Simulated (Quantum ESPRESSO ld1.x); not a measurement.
Task: Species: Fe4+. Configuration: [Ne] 3p6 3d4 4p2 (not the ground configuration). Calculated with ld1.x of Quantum ESPRESSO 7.5: non-relativistic Kohn-Sham, LDA (Slater exchange, Perdew-Zunger correlation), spin-polarised, spherical densities, point nucleus; open shells are filled with parallel spins first. Some entries of the table are withheld. Estimate them.

| orbital | occ. | eigenvalue (hartree) | <r> (bohr) | r(max) (bohr) |
|---|---|---|---|---|
| 1s up | 1 | -257.6355 | 0.05924 | 0.039 |
| 1s down | 1 | -257.6275 | 0.05924 | 0.039 |
| 2s up | 1 | -32.9287 | 0.2707 | 0.225 |
| 2s down | 1 | -32.8109 | 0.2701 | 0.225 |
| 2p up | 3 | -28.9135 | 0.2370 | 0.182 |
| 2p down | 3 | -28.8204 | 0.2364 | 0.180 |
| 3s up | 0 | -6.3908 | 0.7827 | 0.696 |
| 3s down | 0 | -6.1643 | 0.7868 | 0.696 |
| 3p up | 3 | -5.1836 | 0.8006 | 0.691 |
| 3p down | 3 | -4.9594 | 0.8060 | 0.696 |
| 3d up | 4 | -3.1896 | 0.8303 | 0.638 |
| 3d down | 0 | -2.9623 | 0.8417 | 0.643 |
| 4p up | 2 | -1.5977 | (1) | 1.94 |
| 4p down | 0 | -1.4479 | (2) | 1.95 |
| 4d up | 0 | -1.1007 | 2.498 | 2.29 |
| 4d down | 0 | -0.9757 | 2.666 | 2.41 |

Result: 
(1) 4p up <r> (bohr): 2.098
(2) 4p down <r> (bohr): 2.158
